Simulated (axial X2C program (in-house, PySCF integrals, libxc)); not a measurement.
## BrBBr⁻: properties at the nuclei

Calculated with an axial X2C code built on PySCF integrals: two-component X2C with atomic mean-field Coulomb and Gaunt terms, Gaussian nuclei, basis Br dyall-av3z, B dyall-v3z with contracted cores.

Br–B–Br held linear, with bonds 2.143 and 2.143 Å (near the PBE0 minimum at charge -1 of the determinant lowest at the starting distance; the state shown can have its own minimum elsewhere, held linear; other orders of the atoms were not compared).

Input and command:
```json
{"zs": [35, 5, 35], "q": -1, "bas": ["dyall-av3z", "dyall-v3z", "dyall-av3z"], "r0": [1.99, 1.99], "symm": 1, "scan": ["PBE0", "HF", "TPSSh"], "levels": ["PBE0", "HF", "B3LYP"], "nst": 2}
```
```bash
python solin.py task.json out
```

Keys: zs atomic numbers; q charge; bas basis sets; r0 starting distance in Å; symm equal bonds; scan levels of the two-bond scan; levels methods; nst determinants followed.

Determinant lowest in the PBE0 search, Ω = 2 (⟨Sz⟩ = 1.00, ⟨Lz⟩ = 1.00 at PBE0), spin on the atoms Br 0.13, B 0.74, Br 0.13:

| level | A∥/gI Br (MHz) | qzz Br (a.u.) | A∥/gI B (MHz) | qzz B (a.u.) |
| --- | --- | --- | --- | --- |
| PBE0 | 287 | 3.55 | 203 | 0.03 |
| HF | 297 | 3.18 | 243 | 0.09 |
| B3LYP | 291 | 3.59 | 208 | 0.04 |

Determinant 0.01 eV from it at PBE0 and this distance, Ω = 0 (closed shell), highest spinor 38% Br p, 18% B s, 16% Br s:

| level | qzz Br (a.u.) | qzz B (a.u.) |
| --- | --- | --- |
| PBE0 | 0.16 | -0.24 |
| HF | 0.01 | -0.21 |
| B3LYP | 0.21 | -0.25 |

A∥ (defined per Ω) follows by multiplying with gI = μI/(I μN); qzz is the electric field gradient, eQq0 = 234.96 MHz × Q/barn × qzz. The operators were transformed with the bare-nucleus X2C matrices; with these basis sets, hyperfine constants and field gradients can be off by tens of per cent, and where levels differ in sign neither size nor sign is settled.

Task: With gI(79Br) = 1.4043, Q(79Br) = 0.3087 barn, gI(11B) = 1.7924 (g factors from the IAEA table of nuclear moments by Stone; Q from Pyykkö, Mol. Phys. 2018), turn the PBE0 values of the first state into constants in MHz.

Result: A∥(79Br) = 287 × 1.4043 = 403 MHz; eQq0(79Br) = 234.96 × (0.3087) × (3.55) = 257 MHz; A∥(11B) = 203 × 1.7924 = 364 MHz.

The molecule was held linear; bending was not examined, so a bent shape may lie lower.

Each state is one determinant with collinear spin, which with several unpaired electrons need not be a pure state. Unrestricted Hartree–Fock can overshoot spin polarisation at the nuclei. For an anion, determinants above electron detachment, or with a positive highest level, are held by the basis set. With several open shells hyperfine constants can be off by a factor of several. Open-shell Ω = 0 determinants with evenly filled partner blocks cannot be reached by this program, so the Ω shown need not be the lowest component. At B3LYP a later determinant lies lower. States lie within half an eV, so the first need not be the ground state. Where a field gradient or hyperfine factor spreads by more than a factor of two over the levels, a constant derived from it is not to be relied on. PBE0 term energies can be off by some tenths of an eV.
